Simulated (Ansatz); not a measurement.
`CC(C)O[SiH](F)F` at its PBE0-D4/def2-TZVP geometry, where that method's forces vanish. Charge 0, multiplicity 1.

```xyz
15

C    -0.2891    0.0037    1.5835
C    -0.3536    0.3464    0.1110
C    -0.2862    1.8333   -0.1497
O     0.7498   -0.2643   -0.5671
Si    0.7319   -1.6897   -1.3108
F     2.1608   -1.9000   -1.9458
F     0.4907   -2.8768   -0.2865
H     0.6433    0.3764    2.0138
H    -0.3320   -1.0760    1.7370
H    -1.1251    0.4615    2.1170
H    -1.2909   -0.0459   -0.3094
H    -1.1180    2.3445    0.3395
H     0.6499    2.2389    0.2408
H    -0.3316    2.0412   -1.2199
H    -0.2999   -1.7931   -2.3532
```

**Question.** What forces (eV/Å) does ωB97M-V/def2-TZVPP give on these atoms in Ansatz? (An estimate is asked.)

**Answer.** Ansatz gave: 
```
C1   0.007 -0.040  0.181
C2  -0.253 -0.028 -0.027
C3   0.006  0.188 -0.030
O4   0.153  0.005 -0.041
Si5 -0.218  0.030 -0.212
F6   0.139 -0.023 -0.067
F7  -0.035 -0.102  0.105
H8  -0.058 -0.020 -0.040
H9   0.005  0.070 -0.016
H10  0.057 -0.030 -0.039
H11  0.074  0.026  0.030
H12  0.056 -0.037 -0.031
H13 -0.060 -0.039 -0.022
H14  0.005 -0.019  0.077
H15  0.121  0.018  0.135
```
